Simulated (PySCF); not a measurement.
Delta-SCF ions had no search for a lower state. Excitations are Tamm–Dancoff values on a coarser integration grid. The basis has no diffuse functions, so Rydberg states are missing or too high.

**[Ga(CH3)3(CH3CN)] (charge 0, multiplicity 1)**

The numbers are results of M06-2X/def2-TZVP // PBE0-D3(BJ)/def2-SVP (PySCF), not measurements.

- HOMO = -7.67 eV
- dipole moment = 7.30 D
- HOMO–LUMO gap = 8.30 eV
- LUMO = 0.63 eV
- S1 excitation (TDA) = 6.10 eV
- S1 oscillator strength = 0.000
- brightest of the four lowest singlets (TDA) = 6.29 eV
- vertical ionisation energy (Delta-SCF) = 8.59 eV
- charge on the central atom (Mulliken) = 0.58 e
- charge on the central atom (meta-Löwdin) = 0.65 e
- total energy = -2177.3328 Ha
- cost = roughly 50 core-minutes

```xyz
19

Ga    -0.0221    -0.0581     0.2326
C     -0.9723    -1.7883    -0.0198
H     -0.3728    -2.5080    -0.5999
H     -1.9407    -1.6573    -0.5287
H     -1.1798    -2.2525     0.9589
C      1.9198    -0.1017     0.6653
H      2.0655    -0.3625     1.7270
H      2.4014     0.8758     0.5021
H      2.4589    -0.8552     0.0690
C     -1.0819     1.5267     0.8031
H     -0.5363     2.4697     0.6387
H     -1.3057     1.4644     1.8813
H     -2.0466     1.5901     0.2745
C      0.3987     1.1121    -4.4073
C      0.2717     0.7585    -3.0088
N      0.1705     0.4772    -1.8959
H      0.2302     2.1906    -4.5370
H     -0.3424     0.5590    -5.0015
H      1.4068     0.8606    -4.7664
```
Charge 0, spin multiplicity 1.
